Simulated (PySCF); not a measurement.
SMILES [SiH2]N([SiH3])[SiH3], doublet at its PBE0/def2-SVP optimised geometry (Å):

```
12

Si     0.7522     0.6797     0.0000
N      0.1826    -0.1401     1.4471
Si    -1.3534     0.3486     2.1542
Si     1.1870    -1.3935     2.1668
H      0.2355     2.0891     0.0000
H      2.2532     0.6797     0.0000
H     -1.9718    -0.8214     2.8453
H     -2.2532     0.8261     1.0614
H     -1.1868     1.4550     3.1469
H      2.1729    -0.8308     3.1409
H      1.9414    -2.0891     1.0809
H      0.3138    -2.3701     2.8830
```

Calculation: unrestricted PBE0/def2-TZVP (PySCF).

Map of the log10 of the electron density (e/bohr³), floored at −4 on the plane z = 0.6 Å:

```
|                           |
|                           |
|             ...           |
|           .:--::.         |
|          .-====-:..       |
|       ...-=+***+=-:.      |
|    ..::::-+*###*+=-:..    |
|   .:-===-=+#%%%#*+=--:.   |
|  .:-++++++*#%%%#**++=-:   |
|  .-+*##**+*#%%%%###*+=-.  |
|  :=+#%%#***#%%%%%%%#*+-:  |
|  :=+#%%%#**#%@@@%%%%#+-:  |
|  :-+*#%#**#%@@@@%%%#*+-:  |
|  .-=+*****#%@@@%###*+=-.  |
|   :-=++++*#%@@@%#**+=-:   |
|   .:--===+*#%%%#*++==:.   |
|     .::--=+*###****+=-.   |
|      ..::-=++***###*+-:   |
|         .:-==++*#%%#+=:   |
|          .::-=+*#%%#*=:   |
|            .:-=*#%##+=:   |
|             .:=+***+=-.   |
|              .:-=++=-:    |
|               .:---::.    |
|                 ....      |
|                           |
|                           |
```
Scale: ten equal steps from -4.00 (start of ' ') to -0.867 (end of '@'), in the order ' .:-=+*#%@'; x runs from -4.50 to 4.50, y from -4.50 (bottom) to 4.50 (top).
